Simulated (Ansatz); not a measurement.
`BC=C(N)C=N` and `B/C=C(/N)F` differ in one atom or group.

Ansatz, PBE0-D4/def2-TZVP geometries, multiplicity 1. Each molecule was computed in one conformer, which needn't be the lowest.

```
                             property  `BC=C(N)C=N`
  LUMO energy (B3LYP/def2-TZVPP) / eV         -2.46
   HOMO energy (PBE0/def2-TZVPP) / eV         -6.84
   LUMO energy (PBE0/def2-TZVPP) / eV         -2.27
    LUMO energy (PBE/def2-TZVPP) / eV         -3.17
 HOMO–LUMO gap (PBE0/def2-TZVPP) / eV          4.57
LUMO energy (ωB97M-V/def2-TZVPP) / eV         -0.25
```

(1) Give the same properties after the change, and the shifts. (Best estimate.)

Answers

(1) Ansatz gave: 
```
                             property  `B/C=C(/N)F`  shift
  LUMO energy (B3LYP/def2-TZVPP) / eV         -1.23   1.23
   HOMO energy (PBE0/def2-TZVPP) / eV         -6.87  -0.03
   LUMO energy (PBE0/def2-TZVPP) / eV         -1.02   1.25
    LUMO energy (PBE/def2-TZVPP) / eV         -1.92   1.25
 HOMO–LUMO gap (PBE0/def2-TZVPP) / eV          5.85   1.28
LUMO energy (ωB97M-V/def2-TZVPP) / eV          0.92   1.17
```

B3LYP here is the variant with VWN-RPA as its local correlation; programs differ in this.
